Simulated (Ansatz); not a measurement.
# Abstraction of H: AlH(CH3)(SH) + GeH2(CC)Cl → Al(CH3)(SH) + C2H3ClGe

Species: AlH(CH3)(SH), singlet; GeH2(CC)Cl, doublet; Al(CH3)(SH), doublet; C2H3ClGe `C#[C][GeH2][Cl]`, singlet. A radical takes H: the energy is the difference in strength between the Al–H bond broken and the C–H bond made.

Shapes, held fixed at every level: PBE0-D4/def2-TZVP. Flexible molecules stand in one conformer, not always the lowest. Programs: Ansatz 0.2.0. The zero-point and thermal change to 298 K, harmonic and unscaled (PBE0-D4/def2-TZVP), is +10.4 kJ/mol.

Estimate ΔH(298 K) of this reaction.

B2PLYP/def2-TZVPP gives ΔH(298 K) = -210.1 kJ/mol; the levels span -217.2 to -144.3. The median of the levels is -210.1. No measured value is set beside it here. Spin contamination: GeH2(CC)Cl (⟨S²⟩ up to 1.16). Open shells run unrestricted. Relativity is left out for Ge. Outer-core shells of Ge are correlated, in sets that cover them unevenly.

```tsv
level	kind	ΔH(298 K) (kJ/mol)
HF/def2-SVP	Hartree–Fock	-144.3
PBE-D4/def2-TZVPP	GGA	-217.2
r2SCAN-D4/def2-TZVPP	meta-GGA	-202.4
B3LYP-D4/def2-TZVPP	global hybrid	-210.6
PBE0-D4/def2-TZVPP	global hybrid	-214.4
wB97X-V/def2-TZVPP	range-separated hybrid	-205.3
B2PLYP/def2-TZVPP	double hybrid	-210.1
```
